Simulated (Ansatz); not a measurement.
System: ICl2 (charge -1, singlet). It need not be the lowest isomer of its formula. 
Coordinates optimised at B3LYP-D3(BJ)/def2-TZVP (Ansatz, a quantum-chemistry and plane-wave program):
SMILES: Cl[I-]Cl
```xyz
3

Cl     0.0000     0.0000    -2.6054
I      0.0000     0.0000     0.0000
Cl     0.0000     0.0000     2.6054
```
Charge -1, spin multiplicity 1.

Basis-set convergence of Hartree-Fock and CCSD correlation energies (hartree) with Ansatz. Valence correlation only, unless marked. No spin-orbit coupling. Frozen are the shells of the preceding noble gas and the d and f shells that filled before the atom's block. Past Kr the def2 sets carry scalar-relativistic core potentials. This anion needs diffuse functions, which these sets lack.

| basis | functions | E(HF) | E(corr, CCSD) |
|---|---|---|---|
| def2-SVP | 62 | -1215.44059 | -0.40126 |
| def2-TZVPP | 134 | -1215.77743 | -0.58152 |
| def2-QZVPP | 222 | ? | ? |

### Question
Fill in the missing entries.

### Answer

- def2-QZVPP, E(HF): -1215.80729
- def2-QZVPP, E(corr, CCSD): -0.64332
